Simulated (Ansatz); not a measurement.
Basis-set extrapolation for `O=C[SiH]1[BH][AlH]1` (PBE0-D4/def2-TZVP geometry, frozen core, Ansatz). Multiplicity 1, RHF reference.

```
                      def2-TZVPP   def2-QZVPP
                 HF  -670.541390  -670.562997
    MP2 correlation    -0.696717    -0.744603
CCSD(T) correlation    -0.768703      not run
```

Energies in hartree. Use E(X) = E(∞) + A·exp(−7.88·√X) for Hartree–Fock and E(X) = E(∞) + B·X^(−2.97) for correlation, with X = 3 and 4, and add CCSD(T) minus MP2 of the smaller set to the MP2 limit.

What is the CCSD(T) energy at the basis-set limit?

HF limit: -670.562997 + (-0.021607) × 0.13774 = -670.56597. MP2 limit: -0.744603 + (-0.047886) × 0.74074 = -0.78007. Higher-order term: -0.768703 − (-0.696717) = -0.07199. Total: -671.41803 hartree, 2.94 eV below CCSD(T)/def2-TZVPP.
